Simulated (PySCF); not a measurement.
# Computed records: H$_{5}$N$_{2}$Si$_{2}$, CH$_{4}$B, CH$_{5}$AlBO, Al$_{2}$BH$_{4}$ and others

All values are calculated (PySCF 2.14.0). Calculation on a computer-drawn molecule: the log of a Hartree-Fock and frozen-core CCSD(T) single point meant for a local Hartree-Fock minimum, with one planted fault or none, to be diagnosed. Offsets are logged minus clean, where the clean run is the same molecule without the fault. The reference is restricted for singlets and unrestricted otherwise, and also for a bond in bohr or an excited solution. Adding or removing an electron swaps singlet and doublet. The excited solution moves the top pair (singlet) or top alpha electron (doublet) to the lowest empty orbital. Highest occupied and lowest empty are orbital energies over both spins, largest force is the largest gradient component, triples share is (T) over the correlation energy, the T1 limit is 0.02 restricted and 0.045 unrestricted, electrons count all cores, a negative frequency is imaginary (commonest isotopes), and the dipole is about the centre of nuclear charge.

Common to all runs: logged SCF converged yes; possible faults no fault, one electron removed, one electron added, multiplicity raised by two, geometry at a saddle point, SCF held on an excited solution, minimal basis STO-3G, one bond length entered in bohr, all coordinates scaled.

(1) 
```xyz
9
formula=H5N2Si2 meant_charge=1 meant_multiplicity=1 meant_basis=cc-pV(D+d)Z logged_electrons=46 logged_basis_functions=99 logged_spin_squared=0 logged_highest_occupied=-7.5429 logged_lowest_empty=-11.056 logged_largest_force=0.21092 logged_CC_converged=no logged_dipole_magnitude=9.2488 logged_SCF_stable_within_its_kind=no logged_energy_HF=-688.86297 planted_fault=SCF_held_on_an_excited_solution HF_energy_offset_from_clean_run=353.8
N     -2.4328     0.9057    -2.3327
Si    -1.8189    -0.3696    -1.7219
N     -1.1110    -0.0852    -0.1127
Si    -0.3439    -1.0165     0.9911
H     -2.9001     1.1106    -3.1921
H     -1.6130    -1.7861    -2.0275
H     -1.2403     0.8938     0.1257
H     -0.1365    -2.4274     0.6905
H      0.1104    -0.4174     2.2393
```

Units: logged_highest_occupied, logged_lowest_empty in eV; logged_largest_force in hartree/bohr; logged_dipole_magnitude in debye; logged_energy_HF in hartree; HF_energy_offset_from_clean_run in kcal/mol.

Drawn bonds:
```tsv
atom	other atom	order
1	2	2
2	3	1
3	4	1
1	5	1
2	6	1
3	7	1
4	8	1
4	9	1
```

Notes: CCSD not converged.

(2) 
```xyz
6
formula=CH4B meant_charge=0 meant_multiplicity=2 meant_basis=cc-pVDZ logged_electrons=15 logged_basis_functions=48 logged_spin_squared=3.769 logged_highest_occupied=-5.728 logged_lowest_empty=-2.6457 logged_largest_force=0.057839 logged_T1_diagnostic=0.06087 logged_D1_diagnostic=0.28075 logged_triples_share=0.025627 logged_CC_converged=yes logged_dipole_magnitude=1.0698 logged_SCF_stable_within_its_kind=yes logged_energy_HF=-64.5886 logged_energy_CCSD(T)=-64.82779 planted_fault=multiplicity_raised_by_two HF_energy_offset_from_clean_run=151 CCSD(T)_energy_offset_from_clean_run=153.2
B      0.0094     0.6607     1.7598
C     -1.3985     0.1631     1.3925
H      0.9061    -0.1212     1.9252
H      0.2251     1.8357     1.8849
H     -1.6375    -0.8893     1.2698
H     -2.2376     0.8344     1.2340
```

Units: logged_highest_occupied, logged_lowest_empty in eV; logged_largest_force in hartree/bohr; logged_dipole_magnitude in debye; logged_energy_HF, logged_energy_CCSD(T) in hartree; HF_energy_offset_from_clean_run, CCSD(T)_energy_offset_from_clean_run in kcal/mol.

Drawn bonds:
```tsv
atom	other atom	order
1	2	1
1	3	1
1	4	1
2	5	1
2	6	1
```

Notes: T1 above single-reference limit.

(3) 
```xyz
9
formula=CH5AlBO meant_charge=1 meant_multiplicity=1 meant_basis=cc-pV(D+d)Z logged_electrons=36 logged_basis_functions=90 logged_spin_squared=0 logged_highest_occupied=-8.767 logged_lowest_empty=-14.488 logged_largest_force=0.22574 logged_CC_converged=no logged_dipole_magnitude=12.452 logged_SCF_stable_within_its_kind=no logged_energy_HF=-381.30895 planted_fault=SCF_held_on_an_excited_solution HF_energy_offset_from_clean_run=460
B     -1.6897     0.3233    -0.9677
C     -0.4261     1.2731    -0.8020
Al    -0.8594     3.1307    -0.9339
O     -1.1811     4.6910    -1.0376
H     -2.0064    -0.0386    -2.0597
H     -2.3247     0.0252    -0.0025
H      0.3253     1.1315    -1.5887
H      0.0488     1.1919     0.1836
H     -1.3630     5.6137    -1.0988
```

Units: logged_highest_occupied, logged_lowest_empty in eV; logged_largest_force in hartree/bohr; logged_dipole_magnitude in debye; logged_energy_HF in hartree; HF_energy_offset_from_clean_run in kcal/mol.

Drawn bonds:
```tsv
atom	other atom	order
1	2	1
2	3	1
3	4	1
1	5	1
1	6	1
2	7	1
2	8	1
4	9	1
```

Notes: CCSD not converged.

(4) 
```xyz
7
formula=Al2BH4 meant_charge=0 meant_multiplicity=2 meant_basis=cc-pV(D+d)Z logged_electrons=35 logged_basis_functions=27 logged_spin_squared=0.7663 logged_highest_occupied=-5.319 logged_lowest_empty=7.5662 logged_largest_force=0.040949 logged_T1_diagnostic=0.015545 logged_D1_diagnostic=0.056 logged_triples_share=0.01486 logged_CC_converged=yes logged_dipole_magnitude=0.3709 logged_SCF_stable_within_its_kind=yes logged_energy_HF=-504.55423 logged_energy_CCSD(T)=-504.67515 planted_fault=minimal_basis_STO-3G HF_energy_offset_from_clean_run=3886 CCSD(T)_energy_offset_from_clean_run=3964
B     -3.0854    -0.9432     0.5549
Al    -1.7309    -0.7003    -0.9725
Al     0.3019     0.9445    -0.7554
H     -3.8531    -1.0619     1.4579
H     -2.0097    -1.5735    -2.2713
H      1.7068     0.4753    -0.1797
H      0.2037     2.4676    -1.1976
```

Units: logged_highest_occupied, logged_lowest_empty in eV; logged_largest_force in hartree/bohr; logged_dipole_magnitude in debye; logged_energy_HF, logged_energy_CCSD(T) in hartree; HF_energy_offset_from_clean_run, CCSD(T)_energy_offset_from_clean_run in kcal/mol.

Drawn bonds:
```tsv
atom	other atom	order
1	2	1
2	3	1
1	4	1
2	5	1
3	6	1
3	7	1
```

(5) 
```xyz
10
formula=C2H6OSi meant_charge=0 meant_multiplicity=1 meant_basis=cc-pV(D+d)Z logged_electrons=40 logged_basis_functions=30 logged_spin_squared=0 logged_highest_occupied=-5.8149 logged_lowest_empty=7.5548 logged_largest_force=0.052637 logged_T1_diagnostic=0.01235 logged_D1_diagnostic=0.054018 logged_triples_share=0.010834 logged_CC_converged=yes logged_dipole_magnitude=1.7622 logged_SCF_stable_within_its_kind=yes logged_energy_HF=-437.63088 logged_energy_CCSD(T)=-437.89346
C     -2.0449    -0.2743     2.9283
Si    -0.8869    -1.0491     1.9708
C     -0.8157    -0.9390     0.0819
O     -1.8516    -0.1652    -0.4698
H     -2.7934     0.3900     2.5108
H     -2.0725    -0.3918     4.0056
H      0.1485    -1.9320     2.5409
H     -0.7857    -1.9485    -0.3485
H      0.1230    -0.4648    -0.2123
H     -2.6863    -0.5449    -0.2383
```

Units: logged_highest_occupied, logged_lowest_empty in eV; logged_largest_force in hartree/bohr; logged_dipole_magnitude in debye; logged_energy_HF, logged_energy_CCSD(T) in hartree.

Drawn bonds:
```tsv
atom	other atom	order
1	2	2
2	3	1
3	4	1
1	5	1
1	6	1
2	7	1
3	8	1
3	9	1
4	10	1
```

To be estimated
1. Give the missing planted fault for C$_{2}$H$_{6}$OSi (entry 5).

Answers
1. minimal basis STO-3G

Further results for C$_{2}$H$_{6}$OSi (entry 5):

| Item | Value |
| --- | --- |
| HF energy offset from clean run | 3344 kcal/mol |
| CCSD(T) energy offset from clean run | 3574 kcal/mol |
